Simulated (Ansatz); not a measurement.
Cost and result up the ladder for GaAs2⁻ (3 atoms). The state is a singlet with charge -1. Geometry: PBE-D4/def2-TZVPD.

```xyz
3

Ga   -1.1378    1.0154    0.2582
As    1.3403    0.2693    0.2149
As   -0.2025   -1.2847   -0.4730
```

Ansatz on 4 threads of Arm Neoverse V2 on a shared host. Times are rough, summed over both states, and most runs start from the orbitals of an earlier one. ωB97X-V/def2-TZVPD serves as the yardstick here, not as an exact answer. The other state is a quintet at its own geometry.

HSE06 is defined as in plane-wave codes, on full-range PBE exchange. Correlated methods freeze 27 core orbitals; core or outer-core shells of Ga, As are correlated, in sets that lack core-valence functions. At PBE0-D4/def2-TZVPD a singlet of charge -1 lies 2.49 eV below the quintet, each at its own geometry. The structure comes from a short search, and lower isomers may exist.

Run but left out: HF/STO-3G (singlet: restricted singlet, unstable in another Hartree–Fock run and untested here); HF/def2-TZVPD (singlet: restricted singlet, unstable towards broken spin symmetry).

Correlated methods converge slowly with the basis.

```csv
level,functions,quintet − singlet (eV),difference from ωB97X-V/def2-TZVPD (eV),remarks
r2SCAN-D4/def2-TZVPD,162,2.47,-0.23,"HOMO above zero (quintet), HOMO above zero (singlet)"
r2SCANh-D4/def2-TZVPD,162,2.42,-0.28,HOMO above zero (quintet)
PBE0-D4/def2-TZVPD (with forces),162,2.49,-0.21,HOMO above zero (quintet)
BHLYP-D4/def2-TZVPD,162,2.52,-0.18,HOMO above zero (quintet)
RPA@PBE/def2-TZVPD,162,2.68,-0.02,–
r2SCAN0-D4/def2-TZVPD,162,2.34,-0.36,HOMO above zero (quintet)
PBE-D4/def2-TZVPD,162,2.66,-0.05,"HOMO above zero (quintet), HOMO above zero (singlet)"
MP2/def2-TZVPD,162,2.79,0.09,restricted SCF unstable (singlet)
HSE06-D4/def2-TZVPD,162,2.49,-0.22,HOMO above zero (quintet)
ωB97X-V/def2-TZVPD,162,2.70,0.00,–
```

Problem. Estimate how long each takes.

Solution. PBE-D4/def2-TZVPD 3.7 s; RPA@PBE/def2-TZVPD 6.1 s; MP2/def2-TZVPD 6.4 s; HSE06-D4/def2-TZVPD 7.2 s; BHLYP-D4/def2-TZVPD 7.5 s; PBE0-D4/def2-TZVPD (with forces) 7.9 s; r2SCAN-D4/def2-TZVPD 9.4 s; r2SCANh-D4/def2-TZVPD 13 s; r2SCAN0-D4/def2-TZVPD 13 s; ωB97X-V/def2-TZVPD 19 s. On shared hardware such times vary by a factor of up to 3.
